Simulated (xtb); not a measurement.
xtb input (GFN2-xTB):

```bash
xtb mol.xyz --gfn 2 --ohess tight --chrg 0 --uhf 0
```
mol.xyz:
```
4

P      1.29412672    -0.01813878     0.00109059
P     -1.26832271     0.03631693     0.02640944
O     -0.00959939     1.07347931    -0.02433242
O     -0.00616914    -1.04115872    -0.03314930
```

End of the output:

```
optimized geometry written to: xtbopt.xyz

           -------------------------------------------------
          | TOTAL ENERGY              -13.218072055946 Eh   |
          | TOTAL ENTHALPY            -13.204753023259 Eh   |
          | TOTAL FREE ENERGY         -13.235236712254 Eh   |
          | GRADIENT NORM               0.000098713734 Eh/α |
          | HOMO-LUMO GAP               1.629062658038 eV   |
           -------------------------------------------------

------------------------------------------------------------------------
------------------------------------------------------------------------
 total:
 SCF:
 ANC optimizer:
 analytical hessian:
```
